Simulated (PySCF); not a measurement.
Method: PySCF 2.14.0 with B3LYP-D3(BJ)/def2-TZVP // r2SCAN-D4/def2-SVP. Isolated molecules, 0 K electronic values unless said otherwise. B3LYP has the VWN-RPA correlation part, as in Gaussian. 

Reference species: [Zr(Cl)2(H)2] (neutral, multiplicity 1).

```
Quantity                Value
-------------------  --------
coordination number         4
LUMO                 -3.05 eV
```

Changed species: [Zr(Cl)4] (0 of 4 Cl replaced by H; the reference has 2 of 4 Cl replaced by H).

### Question
What does the change do to the coordination number and LUMO?

### Answer
the coordination number hardly moves; the LUMO goes up by 0.10 eV, to -2.95 eV.
